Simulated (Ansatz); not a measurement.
Frontier orbitals of `[F][Al@-]1([Cl])[F+][Al@@-]([F])([Cl])[F+]1`.

Z-matrix (Å, degrees):
```
Al
F 1 1.803
Cl 1 2.062 2 112.2
F 1 1.803 2 80.7 3 -110.2
F 1 1.630 2 109.8 3 141.9
Al 1 2.748 2 40.3 3 -109.7
F 6 1.630 1 116.8 2 -89.6
Cl 6 2.062 1 119.3 2 90.4
```

The species carries charge 0 and has multiplicity 1. The structure was optimised at the PBE0-D4/def2-TZVP level. Basis def2-TZVPP, Ansatz.

```json
{"functional": "PBE", "HOMO (eV)": "-8.48", "LUMO (eV)": "-1.94", "gap (eV)": "6.54"}
{"functional": "PBE0", "HOMO (eV)": "-9.96", "LUMO (eV)": "-1.03", "gap (eV)": "8.93"}
{"functional": "ωB97M-V", "HOMO (eV)": "-12.25", "LUMO (eV)": "0.67", "gap (eV)": "12.92"}
```

From PBE to PBE0 the HOMO moves by −1.47 eV and the LUMO by +0.91 eV, and with ωB97M-V by −3.77 and +2.60 eV, so the gap grows from 6.54 to 12.91 eV with exact exchange. A positive LUMO is unbound and depends on the basis.
